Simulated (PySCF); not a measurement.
Zr (zirconium, neutral) across methods

[Kr] 4d2 5s2, high-spin 3F determinant. All numbers are calculated (PySCF 2.14, the spin-free X2C one-electron Hamiltonian (Gaussian nucleus), in aug-cc-pVTZ-DK (9s8p6d3f2g, 102 functions)).

```csv
method,E (hartree),mean ε 5s α (eV),mean ε 4d α (eV),mean ε 5s β (eV),Σ⟨r²⟩ (bohr²),⟨S²⟩
PBEsol,-3595.65,-4.669,-4.283,-4.052,65.60,2.005
B3LYP,-3598.20,-5.039,-5.209,-4.559,65.86,2.004
LDA,-3593.69,-4.808,-4.266,-4.222,65.29,2.003
PBE0,-3597.83,-5.192,-5.546,-4.574,65.90,2.005
r2SCAN,-3598.13,-4.738,-4.815,-4.079,66.45,2.017
PBE,-3597.76,-4.629,-4.343,-4.029,65.85,2.004
UHF,-3596.09124,-6.299,-8.839,-5.359,69.06,2.017
```

(1) Estimate the same row for HSE06.

## Answers

(1) E (hartree) = -3597.81; mean ε 5s α (eV) = -4.867; mean ε 4d α (eV) = -5.130; mean ε 5s β (eV) = -4.243; Σ⟨r²⟩ (bohr²) = 65.81; ⟨S²⟩ = 2.005.
